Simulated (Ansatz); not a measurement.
Complex (SMILES): F (HF) with N#N (N2), atoms 1 to 2 the first; geometry from B3LYP-D3(BJ)/def2-TZVP, monomers rigid:
```xyz
4

F      0.3830    -0.0965     0.2212
H     -0.2809     0.0249    -0.4159
N     -2.5150     0.4344    -2.5571
N     -1.7349     0.2913    -1.8098
```

Basis-set convergence of the counterpoise-corrected interaction energy at CCSD(T) with Ansatz (a quantum-chemistry and plane-wave program). Cartesian d functions, on some or all atoms, in 6-31+G*; all else is spherical. Cores are frozen. No added dispersion term, no relativity. Functions are those of the species that has most. Reference: Hartree-Fock in aug-cc-pVQZ plus the correlation part extrapolated as X^-3 from aug-cc-pVTZ and aug-cc-pVQZ, -2.37 kcal/mol, itself unsure by roughly 0.02 kcal/mol (a third of the extrapolation step and of the last Hartree-Fock step). Deviations are taken from unrounded values. Cost is core time over that of def2-SVPD, rough, on shared machines of one kind; a dash marks a row that isn't timed (too short, read off another run, short of memory, by another algorithm or on other hardware).

| basis | functions | counterpoise-corrected interaction energy (kcal/mol) | minus reference (kcal/mol) | cost |
|---|---|---|---|---|
| 6-31G | 29 | -2.32 | 0.05 | - |
| def2-SV(P) | 44 | -1.54 | 0.83 | - |
| pcseg-1 | 47 | -1.66 | 0.71 | - |
| 6-31+G* | 59 | -1.48 | 0.89 | 0.6× |
| def2-SVPD | 71 | -2.09 | 0.28 | 1× |
| aug-pcseg-1 | 78 | -1.60 | 0.77 | 1× |
| pcseg-2 | 104 | -2.09 | 0.27 | 2× |
| 6-311++G(3df,3pd) | 135 | -2.08 | 0.29 | 4× |
| aug-pcseg-2 | 161 | -2.19 | 0.18 | 8× |
| cc-pVQZ | 195 | -2.21 | 0.16 | 10× |
| pcseg-3 | 213 | -2.28 | 0.09 | 20× |
| def2-QZVPPD | 225 | -2.26 | 0.11 | 20× |
| cc-pV5Z | 328 | -2.31 | 0.06 | - |
